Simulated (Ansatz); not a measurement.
## Worked example: CCl3F + CHBr2F → CHCl2F + CBr2ClF

Species: CCl3F `FC(Cl)(Cl)Cl`, singlet; CHBr2F `FC(Br)Br`, singlet; CHCl2F (dichlorofluoromethane) `FC(Cl)Cl`, singlet; CBr2ClF (dibromochlorofluoromethane) `FC(Cl)(Br)Br`, singlet. The partners trade Cl for H; both sit on C, so the bond types are kept.

Shapes, held fixed at every level: PBE0-D4/def2-TZVP. Programs: Ansatz 0.2.0. The zero-point and thermal change to 298 K, harmonic and unscaled (PBE0-D4/def2-TZVP), is +0.3 kJ/mol.

At CCSD(T)/def2-TZVPP; 1 Eh = 2625.50 kJ/mol:

```
species   energy (Eh)
  CCl3F  -1516.934133
 CHBr2F  -5283.774106
 CHCl2F  -1057.817377
CBr2ClF  -5742.890753
```

Q: Work out ΔH(298 K) of the reaction at this level.

A: 
1. Products less reactants: (-1057.817377) + (-5742.890753) − [(-1516.934133) + (-5283.774106)] = 0.000109 Eh = +0.3 kJ/mol.
2. With the thermal change: +0.3 + (+0.3) = +0.6 kJ/mol.

Other levels give -0.7 (MP2/def2-TZVPP) to +3.7 kJ/mol (CCSD/def2-SVP). No measured value is set beside it here. Relativity is left out for Br. Outer-core shells of Br are correlated in most correlated rows, in sets that cover them unevenly. That is about zero within the method's error.
